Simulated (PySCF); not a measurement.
C2H6BFO2. Atoms are numbered in the order given.

```xyz
12

B     -0.3069     0.0306     0.3249
F     -0.6823    -0.2855     1.5724
O      0.8787    -0.3993    -0.1783
C      1.7835    -1.1922     0.5657
H      1.3853    -1.4393     1.5618
H      1.9828    -2.1258     0.0166
H      2.7337    -0.6477     0.6845
O     -1.1478     0.7895    -0.4137
C     -0.8030     1.1505    -1.7363
H     -0.6689     0.2601    -2.3725
H     -1.6197     1.7631    -2.1446
H      0.1318     1.7345    -1.7617
```
Charge 0, spin multiplicity 1.

Coordinates come from a ωB97X-D3(BJ)/def2-SVP optimisation. Other conformers were not sampled.

Vertical ionisation energy (IE) and electron affinity (EA) in eV. Rows of orbital energies are one-electron estimates. Where ΔSCF, EOM or ADC give a negative EA the extra electron is unbound and the value depends on the basis.

```csv
level,IE,EA
"−ε(HOMO), −ε(LUMO), ωB97X/def2-TZVP (PySCF)",10.98,-2.87
"−ε(HOMO), −ε(LUMO), PBE/def2-TZVP (PySCF)",6.92,-0.10
```
